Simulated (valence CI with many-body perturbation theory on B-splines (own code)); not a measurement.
**Ladder of approximations for Ho LV**

Calculated by configuration interaction combined with many-body perturbation theory (CI+MBPT): three valence electrons over a frozen Dirac-Fock core [Ne], radial functions for each j: 11 s, 11 p, 9 d, 7 f, 5 g, 2 h, 1 i, with the one-electron correlation potential Σ1, the two-electron term Σ2, the three-electron term Σ3, Breit, model QED; selected CI, second order for the rest (own B-spline code, finite nucleus).

No measured spectrum was set against this ion. As an estimate, large intervals hold to a few tenths of a per cent, small ones and those within an open d or f shell to about a per cent.

Each rung adds one term. CI alone is the Dirac-Coulomb CI over the frozen core; QED comes last and gives the full result, which names the levels. Energies are above (3s^2 3p1/2) J=1/2 on the same rung, in eV.

Levels are named by their leading jj configuration (3d3/2^4 stands for four electrons in 3d with j = 3/2), which in mixed levels can hold well under half, so a name can repeat and another be missing. Letters in brackets count levels of one name in rising energy.

| Level | CI alone |
| --- | --- |
| (3s 3p1/2^2) J=1/2 | 143.31 |
| (3s^2 3p3/2) J=3/2 | 229.34 |
| (3s 3p1/2 3p3/2) J=3/2 [a] | 346.55 |
| (3s 3p1/2 3p3/2) J=5/2 | 362.91 |
| (3s 3p1/2 3p3/2) J=3/2 [b] | 382.30 |
| (3s 3p1/2 3p3/2) J=1/2 | 391.08 |
| (3s^2 3d3/2) J=3/2 | 436.91 |
| (3s^2 3d5/2) J=5/2 | 482.15 |
| (3p1/2^2 3p3/2) J=3/2 | 524.35 |
| (3s 3p1/2 3d3/2) J=3/2 [a] | 538.48 |
| (3s 3p1/2 3d3/2) J=5/2 | 550.38 |
| (3s 3p1/2 3d3/2) J=1/2 | 573.26 |
| (3s 3p1/2 3d3/2) J=3/2 [b] | 577.94 |
| (3s 3p3/2^2) J=5/2 | 588.42 |
| (3s 3p1/2 3d5/2) J=5/2 [a] | 603.50 |
| (3s 3p1/2 3d5/2) J=7/2 | 615.62 |

**Question.** What do these energies become with core correlation, Breit and QED?

**Answer.** (3s 3p1/2^2) J=1/2 142.69 (-0.621); (3s^2 3p3/2) J=3/2 226.96 (-2.384); (3s 3p1/2 3p3/2) J=3/2 [a] 343.81 (-2.746); (3s 3p1/2 3p3/2) J=5/2 359.47 (-3.444); (3s 3p1/2 3p3/2) J=3/2 [b] 378.86 (-3.443); (3s 3p1/2 3p3/2) J=1/2 387.63 (-3.451); (3s^2 3d3/2) J=3/2 432.30 (-4.606); (3s^2 3d5/2) J=5/2 476.42 (-5.731); (3p1/2^2 3p3/2) J=3/2 520.25 (-4.105); (3s 3p1/2 3d3/2) J=3/2 [a] 533.82 (-4.666); (3s 3p1/2 3d3/2) J=5/2 545.19 (-5.192); (3s 3p1/2 3d3/2) J=1/2 568.25 (-5.007); (3s 3p1/2 3d3/2) J=3/2 [b] 572.68 (-5.261); (3s 3p3/2^2) J=5/2 582.81 (-5.611); (3s 3p1/2 3d5/2) J=5/2 [a] 597.37 (-6.131); (3s 3p1/2 3d5/2) J=7/2 608.77 (-6.845).

**Question.** How does the ionisation energy move along the ladder, and which term matters most?

**Answer.** CI alone 5265.2, + Σ1 5266.4, + Σ2 5266.3, + Σ3 5266.2, + Breit 5259.3, + QED 5259.3 eV. The largest step is Breit, -6.9 eV. NIST lists 5258 ± 5 eV (theoretical).
